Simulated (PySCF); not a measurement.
# Ni⁺ (nickel, charge +1): UHF calculation

Configuration: [Ar] 3d9, 2D determinant. Calculation: PySCF 2.14, in aug-cc-pVTZ; the non-relativistic Hamiltonian (point nucleus).

| Property | Result |
| --- | --- |
| Total energy | -1506.595873 hartree |
| One-electron energy | -2090.7265 hartree |
| Hartree (Coulomb) energy | 645.9044 hartree |
| Exchange energy | -61.7737 hartree |
| Kinetic energy | 1506.56109 hartree |
| ⟨S²⟩ | 0.7526 |
| ⟨L²⟩ | 6.020 |
| Sum of ⟨r⟩ | 17.47 bohr |
| Sum of ⟨r²⟩ | 19.12 bohr² |
| Traceless quadrupole moment −½Σ⟨3z² − r²⟩ along its main axis | -0.454 e·bohr² |
| Density at the nucleus (Gaussians lack the cusp) | 14800 bohr⁻³ |
| Spin density at the nucleus | 0.0353 bohr⁻³ |
| Langevin diamagnetic susceptibility | -15.1 ×10⁻⁶ cm³/mol |

```csv
shell,electrons,mean orbital energy (eV),spread (eV),"rms radius, mean of both spins (bohr)"
1s α,1,-8318.7,0,0.0635
1s β,1,-8318.6,0,0.0635
2s α,1,-1033.8,0,0.268
2s β,1,-1032.8,0,0.268
2p α,3,-898.56,1.008,0.239
2p β,3,-897.58,0.028,0.239
3s α,1,-136.34,0,0.811
3s β,1,-133.66,0,0.811
3p α,3,-93.336,2.126,0.862
3p β,3,-90.117,1.479,0.862
3d α,5,-21.685,2.600,1.20
3d β,4,-20.111,2.051,1.20
```

Spin-orbit constants ζ (cm⁻¹) from the X2C one-electron operator on these orbitals (non-relativistic here): bare nucleus, nucleus screened by l(l+1)(2l+1)/3 electrons, and screened by the Breit-Pauli mean field of the electrons.

| shell | bare | screened nucleus | mean field |
| --- | --- | --- | --- |
| 2p | 94040 | 87320 | 84180 |
| 3p | 11320 | 10510 | 10050 |
| 3d | 1085 | 697.7 | 631.4 |

To first order the Landé constant is A = -631.4 cm⁻¹, so the lowest level has J = 5/2 and lies 0.0783 eV below the centre of the term.
